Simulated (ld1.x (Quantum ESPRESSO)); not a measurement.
# Reading a pseudo-wave (platinum (Pt))

Columns: radius, all-electron u(r) and pseudo u(r) of the 6p shell (level -0.96 eV) of platinum in the configuration [Xe] 4f14 5d9 6s1 6p0; LDA (PZ), scalar-relativistic, RRKJ scheme, ld1.x (Quantum ESPRESSO) 7.5.

```
r (bohr)  all-electron  pseudo
   0.192       -0.0295  0.0020
   0.385        0.1009  0.0081
   0.578       -0.0580  0.0193
   0.770       -0.1695  0.0363
   0.962       -0.1697  0.0601
   1.155       -0.1012  0.0913
   1.348       -0.0061  0.1296
   1.540        0.0905  0.1736
   1.732        0.1782  0.2217
   1.925        0.2536  0.2715
   2.118        0.3158  0.3201
   2.310        0.3653  0.3644
   2.502        0.4041  0.4026
   2.695        0.4336  0.4334
   2.888        0.4551  0.4561
   3.080        0.4697  0.4711
   3.272        0.4786  0.4797
   3.465        0.4827  0.4832
   3.658        0.4828  0.4829
   3.850        0.4795  0.4795
   4.043        0.4735  0.4735
   4.235        0.4653  0.4653
   4.428        0.4552  0.4552
   4.620        0.4438  0.4438
   4.812        0.4312  0.4312
   5.005        0.4177  0.4177
```

Task: How many radial nodes do the two functions have?

Result: The all-electron 6p function has n − l − 1 = 4 (the table is too coarse to show those close to the nucleus); the pseudo-wave has 0, since the states of the same l below it are removed with the core.

Task: At about which radius was the pseudo-wave matched?

Result: 3.85 bohr, where the columns begin to agree (steps of 0.19 bohr).

Task: Where does each function peak?

Result: Outermost all-electron maximum near 3.66 bohr, pseudo maximum near 3.46 bohr (to the table’s step).

Task: Is the pseudo-wave norm-conserving?

Result: Yes: the RRKJ scheme keeps the norm inside the radius equal to the all-electron one, which fixes the energy derivative of the logarithmic derivative at the level.
